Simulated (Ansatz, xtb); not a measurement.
**Two isomers of C5H4BNS**

Structure I: `Bc1ncc(C#C)s1`, a singlet. Structure II: `Bc1scnc1C#C`, a singlet. Both are isolated molecules in the gas phase, relaxed with PBE0-D3(BJ)/def2-SVP; the shapes shown needn't be the lowest conformers.

I (Å):

```json
{"atom": "C", "x (Å)": "-1.5112", "y (Å)": "-1.1060", "z (Å)": "-0.5186"}
{"atom": "C", "x (Å)": "-0.4736", "y (Å)": "-0.4341", "z (Å)": "1.3150"}
{"atom": "C", "x (Å)": "-0.9264", "y (Å)": "0.8158", "z (Å)": "0.8861"}
{"atom": "C", "x (Å)": "-0.7278", "y (Å)": "2.0667", "z (Å)": "1.5074"}
{"atom": "C", "x (Å)": "-0.5554", "y (Å)": "3.1419", "z (Å)": "2.0437"}
{"atom": "B", "x (Å)": "-2.0585", "y (Å)": "-2.0251", "z (Å)": "-1.6191"}
{"atom": "N", "x (Å)": "-0.8019", "y (Å)": "-1.4705", "z (Å)": "0.5366"}
{"atom": "S", "x (Å)": "-1.8024", "y (Å)": "0.6175", "z (Å)": "-0.5733"}
{"atom": "H", "x (Å)": "-1.8425", "y (Å)": "-3.2075", "z (Å)": "-1.5541"}
{"atom": "H", "x (Å)": "-2.6944", "y (Å)": "-1.5505", "z (Å)": "-2.5291"}
{"atom": "H", "x (Å)": "0.1123", "y (Å)": "-0.5772", "z (Å)": "2.2249"}
{"atom": "H", "x (Å)": "-0.4016", "y (Å)": "4.0931", "z (Å)": "2.5198"}
```

II (Å):

```csv
atom,x (Å),y (Å),z (Å)
C,-1.9102,-0.4207,-0.0321
C,-2.7660,-2.2306,-1.4256
C,-1.9946,-0.1827,-1.4124
C,-1.6129,1.0412,-2.0333
C,-1.2883,2.0825,-2.5620
B,-1.4251,0.4955,1.0856
N,-2.4749,-1.2050,-2.1749
S,-2.4793,-2.0299,0.2520
H,-1.4254,0.1121,2.2304
H,-1.0424,1.6049,0.8107
H,-3.1679,-3.1657,-1.8247
H,-1.0013,3.0046,-3.0335
```

Quicker runs give these differences E(II) − E(I): GFN2-xTB −0.3 kcal/mol; HF/STO-3G −3.1 kcal/mol (at GFN2-xTB geometries); r2SCAN-D4/def2-SVP −1.1 kcal/mol (at GFN2-xTB geometries).

Problem. Estimate E(II) − E(I) at the level CCSD(T)/def2-SVP + ΔMP2/def2-TZVPP.

Solution. Calculated at CCSD(T)/def2-SVP + ΔMP2/def2-TZVPP: E(II) − E(I) = −2.5 kcal/mol, so structure II lies lower.

Level by level:

| level | geometry | E(II) − E(I) (kcal/mol) | departure from the last row (kcal/mol) | job, with rough time for the two |
| --- | --- | --- | --- | --- |
| GFN2-xTB | GFN2-xTB | −0.3 | +2.2 | optimisation, 0.63 s |
| HF/STO-3G | GFN2-xTB | −3.1 | −0.5 | single point, 1.9 s |
| r2SCAN-D4/def2-SVP | GFN2-xTB | −1.1 | +1.4 | single point, 13 s |
| PBE0-D3(BJ)/def2-SVP | PBE0-D3(BJ)/def2-SVP | −1.6 | +0.9 | optimisation, 2.9 min |
| HF/def2-SVP | PBE0-D3(BJ)/def2-SVP | −3.8 | −1.3 | part of the CCSD(T) run |
| MP2/def2-SVP | PBE0-D3(BJ)/def2-SVP | −1.5 | +1.0 | part of the CCSD(T) run |
| CCSD(T)/def2-SVP | PBE0-D3(BJ)/def2-SVP | −2.3 | +0.2 | single point |
| CCSD(T)/def2-SVP + ΔMP2/def2-TZVPP | PBE0-D3(BJ)/def2-SVP | −2.5 |  | single point, 4.1 min |

As drawn, both hold the same kinds of bond in the same numbers.

GFN2-xTB finds them nearly level. The largest departure from CCSD(T)/def2-SVP + ΔMP2/def2-TZVPP is that of GFN2-xTB, 2.2 kcal/mol. The last row adds to CCSD(T) the change of the MP2 difference between the two basis sets, here −0.2 kcal/mol.

With thermal terms from frequencies at re-optimised GFN2-xTB minima (ideal gas, soft modes damped towards free rotors, one conformer each, 298.15 K, 1 atm): the zero-point term adds +0.1 kcal/mol; ΔH is −2.4 and ΔG −2.3 kcal/mol.

The correlated steps freeze 12 core orbitals. Programs: Ansatz 0.2.0, xtb 6.7.1; the last row on 2 threads of AMD EPYC (Zen 3) on a shared host.
